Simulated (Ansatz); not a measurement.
A single Br atom.

ROHF on doublet Br was run in several spherical basis sets with Ansatz (development build ahead of 0.2.0).

(1) Rank the basis sets by the total energy that they give, lowest first, with the distance from the lowest.
A. 6-31G
B. def2-SVP
C. aug-cc-pVDZ
D. cc-pVTZ
E. cc-pVDZ
F. 6-31G(d)
G. STO-3G
H. def2-TZVP

## Answers

(1) D (0.00 eV), H (1.28 eV), C (1.99 eV), E (2.05 eV), F (9.79 eV), B (9.84 eV), A (11.02 eV), G (756.57 eV).

Totals follow the description of the cores as much as that of the bonds, so this order isn't one of quality for chemistry.
